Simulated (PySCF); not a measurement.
## Vibration and rotation of GaF⁺

TPSSh constants of GaF⁺, ²Σ⁺ (doublet), unpaired electrons σ ↑ (Ga aug-cc-pVDZ-PP with ECP10, F aug-cc-pVDZ; scalar-relativistic core potentials (PySCF 2.14); masses 68.9256 and 18.9984 u):

```
ωe            : 656.7 cm⁻¹
ωexe          : 5.89 cm⁻¹
Be            : 0.37546 cm⁻¹
αe            : 0.00357 cm⁻¹
De to Ga⁺ + F : 1.45 eV
```

What force constant and bond length do these constants imply?

Reduced mass μred = 14.893 u; k = 5.8918×10⁻⁷·μred·ωe² (u, cm⁻¹, mdyn/Å) = 3.78 mdyn/Å; Re = √(16.8576/(μred·Be)) (u, cm⁻¹, Å) = 1.736 Å.

Estimate the centrifugal constant D from the Kratzer relation and find the Dunham coefficient a1.

D = 4Be³/ωe² = 4.91e-07 cm⁻¹; a1 = −1 − αeωe/(6Be²) = -3.77.

Spin–orbit coupling is left out. For an ion De counts to the pair picked by the measured ionisation energies or electron affinities, which need not be the lowest pair at this level. The state was picked by a PBE0 search and need not be the measured ground state.
